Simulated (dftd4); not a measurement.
HCl3Si (SMILES Cl[SiH](Cl)Cl), singlet, geometry from GFN2-xTB; D4 for blyp (dftd4).

Input for dftd4:
```
$ dftd4 mol.xyz --func blyp --charge 0 --json dftd4.json --noedisp --property

# file mol.xyz
5

Si     0.02863441    -0.01627765     0.49106656
Cl    -1.24158057    -1.43679456    -0.14881741
Cl    -0.64009829     1.79232122    -0.07685298
Cl     1.85144867    -0.33834186    -0.29276296
H      0.11303141    -0.06425436     1.93843503
```

What the program printed (banner, timings and long lists left out):

```
                    ____  _____ _____     ____  _  _
      -------------|  _ \|  ___|_   _|---|  _ \| || |------------
     |             | | | | |_    | | ___ | | | | || |_           |
     |             | |_| |  _|   | ||___|| |_| |__   _|          |
     |             |____/|_|     |_|     |____/   |_|            |
     |             ===================================           |
     |            E. Caldeweyher, S. Ehlert & S. Grimme          |
     |          Mulliken Center for Theoretical Chemistry        |
     |                    University of Bonn                     |
      -----------------------------------------------------------

Rational (Becke-Johnson) damping: blyp-D4-ATM
---------------------
  s6         1.0000
  s8         2.3408
  s9         1.0000
  a1         0.4449
  a2         4.0933
 alp        16.0000
--------------------

Atomic data, radii in Ångström:
------------------------------------------------------
   Z          R(cov)      r4/r2   hardness         EN
------------------------------------------------------
  14 Si       1.3867     2.5839     0.3054     1.9000
  17 Cl       1.3200     1.9735     0.4312     3.1600
   1 H        0.4267     1.0622     0.4726     2.2000
------------------------------------------------------

Atomic reference systems (in atomic units):
----------------------------------------------------------------------------
   Z        #      CN     q+Z       C6(AA)   #      CN     q+Z       C6(AA)
----------------------------------------------------------------------------
  14 Si     1  0.0000 14.0000     321.4498   2  0.8915 14.0165     270.4983
            3  1.8234 13.9936     236.2774   4  2.8003 13.9692     228.3542
            5  3.6668 13.9341     158.2713
  17 Cl     1  0.0000 17.0000      92.6806   2  0.8444 16.8495     101.8771
   1 H      1  0.0000  1.0000       7.6362   2  0.8942  1.0000       3.0374
----------------------------------------------------------------------------

Atomic properties (in atomic units):
----------------------------------------------------------------------------
     #    Z              CN          q      C6(AA)        C8(AA)   alpha(0)
----------------------------------------------------------------------------
     1   14 Si       3.3346     0.1987    163.5774    11700.1425    24.7758
     2   17 Cl       0.8137    -0.0976    100.1501     4178.6175    15.2970
     3   17 Cl       0.8137    -0.0976    100.1501     4178.6175    15.2970
     4   17 Cl       0.8137    -0.0976    100.1501     4178.6175    15.2970
     5    1 H        0.9215     0.0942      1.8388       22.2280     2.1207
----------------------------------------------------------------------------

Molecular properties (in atomic units):
----------------------------------------
 molecular C6                1931.6312
 molecular C8               93100.0963
----------------------------------------

Dispersion energy:      -1.5045671519472E-02 Eh

[Info] JSON dump of results written to 'dftd4.json'
```
